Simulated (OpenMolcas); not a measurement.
Cl IV: the spin-orbit constant, Slater's ratio, worked from levels

```json
{"Program": "OpenMolcas", "Basis": "ANO-RCC-VDZ [4s3p]", "Scalar Hamiltonian": "DKH2, point nucleus", "Active space": "4 electrons in 4 orbitals (3s 3p)", "State averaging": "2S+1 = 3 even, 3 roots; 2S+1 = 1 even, 6 roots; 2S+1 = 5 odd, 1 root; 2S+1 = 3 odd, 9 roots; 2S+1 = 1 odd, 8 roots", "Spin-orbit coupling": "RASSI with atomic mean-field integrals over the reference wave functions, term energies averaged over their components"}
```

Methods: CASSCF; SS-CASPT2, IPEA 0.25 Eh, imaginary shift 0.1 Eh (closed shells correlated: 2s 2p). Measured levels: Moore, Atomic Energy Levels, vol. I, NSRDS-NBS 35 (1971 reprint of NBS Circular 467, 1949).

**The spin-orbit constant.** For the Hund term 3P of p2, E(J) = (A/2) J(J+1) + constant and ζ = 2S·A = 2A. From J = 0 to J = 2 the energy changes by 3 A.

```json
{"Source": "CASSCF", "E(2) - E(0)": "1148.8", "A": "382.9", "ζ": "766"}
{"Source": "SS-CASPT2", "E(2) - E(0)": "1149.1", "A": "383.0", "ζ": "766"}
{"Source": "measured", "E(2) - E(0)": "1341.0", "A": "447.0", "ζ": "894"}
```

All in cm-1. SS-CASPT2 is off by -14.3 % and CASSCF by -14.3 %. Both methods take the spin-orbit matrix elements from the reference wave functions, so the second can move ζ only through the term energies and any multistate remixing. Second-order mixing with other terms is absorbed into this ζ.

**Slater's ratio.** With one set of orbitals, p2 has 1D - 3P = 6 F2 and 1S - 1D = 9 F2 (F2 = F²/25), a ratio of 3/2. Term energies are centres of gravity, weighted by 2J + 1.

| Source | 1D - 3P | 1S - 3P | F2 from the first | Ratio |
| --- | --- | --- | --- | --- |
| CASSCF | 15756 | 29613 | 2626 | 0.879 |
| SS-CASPT2 | 15680 | 29267 | 2613 | 0.867 |
| measured | 12857 | 31641 | 2143 | 1.461 |

Energies in cm-1. A ratio away from 3/2 shows effects beyond one configuration with one set of orbitals, and in heavier atoms second-order spin-orbit shifts. In CASSCF the valence s occupation is 1.91 in 1S against 1.98 in 1D: mixing out of s² acts most on 1S and pulls it down.

The basis is small and was not contracted for so high a charge. Some terms miss by over 15 % even with CASPT2, which points to a basis or an active space too small for the shells correlated (holds for SS-CASPT2). Computed and measured levels are paired by configuration, term and J; levels that our copy of the source lacks, or whose pairing is in doubt (as where it misses far off the trend of its configuration), stay unpaired and out of the deviations. Only configurations of the active space appear.
